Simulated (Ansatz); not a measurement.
Born–Oppenheimer molecular dynamics of C$_{2}$H$_{9}$AlFN (14 atoms, charge 0, multiplicity 1). It starts from a rough guess of a transition structure, not a stationary point.

The calculation used UKS PBE0-D4/6-31G in Ansatz 0.2.0.

- ensemble: NVE (velocity Verlet)
- time step: 0.5 fs
- steps asked: 150
- starting velocities drawn for: 100 K
- seed: 991068

First frame:

```xyz
14
Properties=species:S:1:pos:R:3
Al -1.327 -1.471 0.484
F -2.310 0.270 -0.192
H -1.537 -2.621 -0.513
H -1.467 -1.689 1.998
H -1.116 0.465 -0.231
N 0.162 0.112 -0.055
C 0.760 0.931 0.979
C 0.883 0.141 -1.310
H 0.171 0.830 1.893
H 0.783 1.989 0.687
H 1.787 0.613 1.189
H 0.363 -0.493 -2.031
H 1.904 -0.237 -1.187
H 0.942 1.160 -1.711
```

How far do the bonds stretch over the last three quarters of this one trajectory? (Pairs bonded in most of those frames.)


```csv
bond,mean (Å),spread (Å),shortest,longest
Al1–F2,1.773,0.104,1.62,1.93
Al1–H3,1.616,0.040,1.55,1.68
Al1–H4,1.615,0.040,1.55,1.68
Al1–N6,2.065,0.037,2.01,2.11
H5–N6,1.062,0.093,0.91,1.22
N6–C7,1.496,0.053,1.42,1.58
N6–C8,1.489,0.019,1.45,1.52
C7–H9,1.093,0.007,1.08,1.11
C7–H10,1.100,0.019,1.07,1.14
C7–H11,1.094,0.008,1.08,1.11
C8–H12,1.093,0.010,1.07,1.11
C8–H13,1.093,0.018,1.06,1.13
C8–H14,1.098,0.012,1.08,1.12
```

Mean temperature of the second half: 778 K. The conserved energy stayed within 0.57 meV per atom of its start (net change -0.16 meV per atom), so the integration is sound. The system heated up, since it started high on the potential surface and ran downhill. A run of 0.075 ps of so small a system gives no equilibrium averages. The orbitals stay closed-shell, which can raise the energy where a bond breaks towards radicals; this wasn't checked here. Limits of this set-up: no polarisation functions.

The run took 16 min on 1 thread of Arm Neoverse V1 (shared host), peak memory 0.22 GiB.
